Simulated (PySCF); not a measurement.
Al(OMe)(PH2)2 (CH₇AlOP₂), SMILES [PH2][Al]([O]C)[PH2].

Geometry optimised at PBE0-D3(BJ)/def2-SVP. Other conformers were not sampled.

Method: TDA-PBE/def2-SVPD (PySCF 2.14.0).

Vertical excitations. Isolated molecule, no solvent.

| state | energy (eV) | λ (nm) | f | main pairs |
|---|---|---|---|---|
| S1 | 4.57 | 272 | 0.023 | HOMO→LUMO 81 %, HOMO→LUMO+1 15 % |
| S2 | 4.88 | 254 | 0.076 | HOMO→LUMO+1 66 %, HOMO→LUMO+2 22 % |
| S3 | 5.09 | 243 | 0.070 | HOMO→LUMO+2 73 %, HOMO→LUMO+1 13 % |
| S4 | 5.32 | 233 | 0.042 | HOMO−1→LUMO 46 %, HOMO−2→LUMO 32 % |
| S5 | 5.40 | 230 | 0.034 | HOMO−2→LUMO 52 %, HOMO−1→LUMO 32 % |
| S6 | 5.45 | 228 | 0.016 | HOMO−1→LUMO+1 94 % |
| S7 | 5.71 | 217 | 0.004 | HOMO−2→LUMO+1 60 %, HOMO−1→LUMO+2 31 % |
| S8 | 5.78 | 215 | 0.033 | HOMO−1→LUMO+2 53 %, HOMO−2→LUMO+1 26 % |
| S9 | 5.82 | 213 | 0.047 | HOMO→LUMO+3 45 %, HOMO→LUMO+4 21 %, HOMO−3→LUMO 10 % |
| S10 | 5.90 | 210 | 0.003 | HOMO→LUMO+4 57 %, HOMO−2→LUMO+2 16 % |
| T1 | 3.95 | 314 | 0 | HOMO→LUMO 97 % |
| T2 | 4.53 | 274 | 0 | HOMO→LUMO+1 97 % |
| T3 | 4.67 | 265 | 0 | HOMO−1→LUMO 82 % |
| T4 | 4.79 | 259 | 0 | HOMO→LUMO+2 97 % |
Triplets are in the Tamm–Dancoff approximation.
